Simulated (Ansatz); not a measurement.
The inner images of a band of C2H5NOSi (10 atoms, charge 0, multiplicity 1) are given out of order.

All numbers below come from RKS PBE0-D4/6-31G* in Ansatz.

First end point:

```xyz
10
Properties=species:S:1:pos:R:3
O -1.019 0.440 2.024
C -0.480 0.134 0.844
N -0.959 -0.741 0.031
C 0.000 -0.696 -1.110
Si 1.000 0.648 -0.195
H -1.813 -0.118 2.121
H 0.479 -1.668 -1.265
H -0.501 -0.409 -2.040
H 1.016 2.038 -0.733
H 2.358 0.322 0.326
```

Last end point:

```xyz
10
Properties=species:S:1:pos:R:3
O -1.392 0.057 1.874
C -0.675 -0.078 0.748
N -1.018 -0.910 -0.168
C 0.036 -0.726 -1.203
Si 0.867 0.594 -0.115
H -0.973 0.726 2.428
H 0.587 -1.655 -1.380
H -0.395 -0.398 -2.155
H 0.855 2.025 -0.541
H 2.191 0.314 0.515
```

Problem. Put them in order from the first end to the last, with their energies above the first end.
A.
```xyz
10
Properties=species:S:1:pos:R:3
O -1.394 0.478 1.809
C -0.666 0.133 0.720
N -1.061 -0.733 -0.140
C 0.016 -0.695 -1.172
Si 0.936 0.630 -0.156
H -1.130 -0.067 2.563
H 0.484 -1.677 -1.285
H -0.393 -0.397 -2.142
H 1.065 2.015 -0.693
H 2.226 0.261 0.498
```
B.
```xyz
10
Properties=species:S:1:pos:R:3
O -1.475 0.331 1.788
C -0.689 0.057 0.726
N -1.077 -0.754 -0.190
C 0.026 -0.701 -1.187
Si 0.914 0.611 -0.133
H -0.978 0.187 2.603
H 0.501 -1.682 -1.288
H -0.352 -0.400 -2.168
H 0.989 2.007 -0.657
H 2.224 0.293 0.508
```
C.
```xyz
10
Properties=species:S:1:pos:R:3
O -1.219 0.555 1.876
C -0.630 0.183 0.725
N -1.018 -0.754 -0.066
C 0.010 -0.701 -1.153
Si 0.939 0.658 -0.191
H -1.361 -0.207 2.451
H 0.498 -1.672 -1.277
H -0.436 -0.419 -2.113
H 1.086 2.036 -0.734
H 2.213 0.272 0.486
```
D.
```xyz
10
Properties=species:S:1:pos:R:3
O -1.461 0.167 1.821
C -0.694 -0.021 0.734
N -1.075 -0.802 -0.210
C 0.031 -0.712 -1.199
Si 0.887 0.593 -0.116
H -0.910 0.476 2.549
H 0.531 -1.680 -1.308
H -0.334 -0.403 -2.183
H 0.895 2.004 -0.603
H 2.212 0.327 0.519
```
E.
```xyz
10
Properties=species:S:1:pos:R:3
O -1.069 0.516 1.962
C -0.563 0.192 0.771
N -0.975 -0.755 0.002
C -0.002 -0.697 -1.133
Si 0.958 0.673 -0.212
H -1.616 -0.221 2.282
H 0.500 -1.660 -1.270
H -0.487 -0.429 -2.077
H 1.097 2.049 -0.765
H 2.239 0.281 0.443
```

Solution. E (+0.07 eV), C (+0.30 eV), A (+0.43 eV), B (+0.35 eV), D (+0.24 eV).

The run took 120 s on 1 thread of Arm Neoverse V2 (shared host), peak memory 0.19 GiB.
